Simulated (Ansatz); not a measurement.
Geometry optimisation, RHF/def2-SVP in Ansatz 0.2.0.

The input (input.yaml):

```yaml
crystal:
  periodic: [false, false, false]
  atoms:
    - { symbol: Sn, position_ang: [0.0, 0.0, 0.0] }
    - { symbol: H, position_ang: [1.2376, 0.0, 1.4939] }
    - { symbol: H, position_ang: [1.8209, 0.0, 0.6694] }
    - { symbol: H, position_ang: [-0.8195, 1.4198, -0.5794] }
    - { symbol: C, position_ang: [-1.0126, -1.7544, -0.716] }
    - { symbol: H, position_ang: [-1.5123, -2.2661, 0.1329] }
    - { symbol: H, position_ang: [-1.7727, -1.4617, -1.4701] }
    - { symbol: H, position_ang: [-0.2768, -2.4431, -1.1811] }
basis:
  gaussian: { orbitals: def2-SVP }
hamiltonian:
  xc: hf
relax:
  f_tol: 0.15
  max_steps: 25
  restrain:
    - { distance: [1, 2], at: 0.66, k: 30.0 }
    - { distance: [0, 1], at: 2.94, k: 30.0 }
    - { distance: [0, 2], at: 2.94, k: 30.0 }
```

Launched with:

```bash
$ ansatz run input.yaml --threads 1 --pin off --max-ram 2048MiB --backend cpu --events-out ev --progress --plain --runs-dir out
```

Q: Where does it end, and by what steps?

A: It converged. The restraints hold the end off the free minimum; the threshold counts their pulls, which the force column leaves out. Restrained pairs: H2–H3 (1.01 → 0.71 Å), Sn1–H2 (1.94 → 2.94 Å), Sn1–H3 (1.94 → 2.94 Å). After 12 steps the energy has fallen by 3.259 eV (the restraints' own energy left out); Sn1 moved furthest, 1.25 Å.

```json
{"step": "0", "energy less start (eV)": "0.0000", "largest force component (eV/Å)": "1.779", "accepted": "yes"}
{"step": "1", "energy less start (eV)": "0.6153", "largest force component (eV/Å)": "2.477", "accepted": "yes"}
{"step": "2", "energy less start (eV)": "0.9084", "largest force component (eV/Å)": "2.940", "accepted": "yes"}
{"step": "3", "energy less start (eV)": "0.5480", "largest force component (eV/Å)": "6.106", "accepted": "yes"}
{"step": "4", "energy less start (eV)": "-1.3247", "largest force component (eV/Å)": "4.217", "accepted": "yes"}
{"step": "5", "energy less start (eV)": "-2.3913", "largest force component (eV/Å)": "1.863", "accepted": "yes"}
{"step": "6", "energy less start (eV)": "-2.8382", "largest force component (eV/Å)": "1.306", "accepted": "yes"}
{"step": "7", "energy less start (eV)": "-2.9688", "largest force component (eV/Å)": "1.126", "accepted": "yes"}
{"step": "8", "energy less start (eV)": "-3.0999", "largest force component (eV/Å)": "1.214", "accepted": "yes"}
{"step": "9", "energy less start (eV)": "-3.1797", "largest force component (eV/Å)": "1.195", "accepted": "yes"}
{"step": "10", "energy less start (eV)": "-3.2317", "largest force component (eV/Å)": "1.247", "accepted": "yes"}
{"step": "11", "energy less start (eV)": "-3.2666", "largest force component (eV/Å)": "0.800", "accepted": "yes"}
{"step": "12", "energy less start (eV)": "-3.2594", "largest force component (eV/Å)": "1.351", "accepted": "yes"}
```

```xyz
8
Properties=species:S:1:pos:R:3
Sn -0.007 0.303 -1.217
H 1.157 -0.232 1.428
H 1.772 -0.144 1.080
H -1.009 1.194 -0.063
C -0.930 -1.656 -0.763
H -1.233 -1.737 0.281
H -1.829 -1.753 -1.381
H -0.258 -2.480 -1.015
```

The run took 15 s on 1 thread of Arm Neoverse V2 (shared host), peak memory 0.13 GiB.
